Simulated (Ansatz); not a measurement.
Program: Ansatz. Geometries: PBE0-D4/def2-TZVP. ΔE: electronic, gas phase. CBS: MP2 limit from def2 TZ/QZ plus the TZ coupled-cluster correction, frozen cores. This one scheme is used for every species. Functionals use def2-TZVPP. B3LYP here is the variant with VWN-RPA as its local correlation; programs differ in this. For Ge outer-core shells are correlated without core-valence functions, which leaves a few kJ/mol of doubt a bond. Scalar relativity is left out up to krypton. One conformer a species, not always the lowest.

Reaction (substitution at a C–O bond): `ClBC[O][GeH3]` + `N[SiH3]` → `[SiH3]NCBCl` + `[OH][GeH3]`

```
             level  ΔE (kJ/mol)  difference from CCSD(T)/CBS
            PBE-D4        -13.7                          0.3
         r2SCAN-D4        -11.1                          2.9
           PBE0-D4        -15.1                         -1.1
          B3LYP-D4        -11.2                          2.8
           ωB97M-V        -13.0                          1.0
            B2PLYP        -11.3                          2.7
               PBE        -12.5                          1.5
              PBE0        -14.1                         -0.1
             B3LYP         -9.3                          4.7
    MP2/def2-TZVPP        -16.2                         -2.2
SCS-MP2/def2-TZVPP        -13.8                          0.2
    MP2/def2-QZVPP        -16.9                         -2.9
SCS-MP2/def2-QZVPP        -14.7                         -0.7
      HF/CBS(def2)         -8.2                          5.8
     MP2/CBS(def2)        -17.2                         -3.2
    CCSD/CBS(def2)        -13.8                          0.2
       CCSD(T)/CBS        -14.0                            0
```

Largest T1 diagnostic among the species: 0.012.

In def2-TZVPP, CCSD(T) changes the Hartree–Fock value by −5.2 kJ/mol (the triples alone add −0.2 kJ/mol) and MP2 by −8.5 kJ/mol.
